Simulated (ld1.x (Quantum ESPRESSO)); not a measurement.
**Configuration tests for Er (TM semilocal)**

Er, norm-conserving Troullier–Martins (semilocal form), made with ld1.x (Quantum ESPRESSO) 7.5 (PBEsol, non-relativistic). Core [Xe], reference 4f12 5d0 6s2 6p0. Waves: 6p (bound, empty): rc 3.10 bohr; 5d (bound, empty): rc 3.40 bohr; 4f (bound): rc 0.60 bohr; 6s (bound): rc 3.05 bohr. Local part: the s channel. Core correction: Bessel-smoothed model core inside 0.35 bohr.

Energies are relative to the spin-unpolarised reference configuration 4f12 5d0 6s2 6p0; without spin polarisation the order of configurations can differ from experiment.

| valence configuration | charge | ΔE all-electron (eV) | error AE − PS (meV) |
| --- | --- | --- | --- |
| 4f12 5d0 6s1 6p0 | +1 | 5.927 | -2.8 |
| 4f12 5d0 6s0 6p0 | +2 | 16.873 | -52 |
| 4f12 5d1 6s1 6p0 | 0 | 2.044 | -24 |
| 4f12 5d1 6s0 6p0 | +1 | 7.249 | -42 |
| 4f10 5d0 6s0 6p0 | +4 | 98.186 | -7350 |
| 4f13 5d0 6s0 6p0 | +1 | 3.989 | -830 |

Problem. What are ΔE and the potential's error for 4f11 5d0 6s0 6p0?

Solution. ΔE = 47.315 eV all-electron; the error (AE − PS) is -1714 meV.

These tests converged, but a pseudo level misses the all-electron one widely, so the file describes the atom poorly there or has found another state: 4f11 5d0 6s0 6p0: 4f by 3.5 eV; 4f10 5d0 6s0 6p0: 4f by 8.0 eV (a node warning on the way); 4f13 5d0 6s0 6p0: 4f by 1.1 eV (a node warning on the way).

A Bessel basis up to 400 Ry misses an occupied level by 0.44 Ry, so cutoffs and ghosts were not judged.
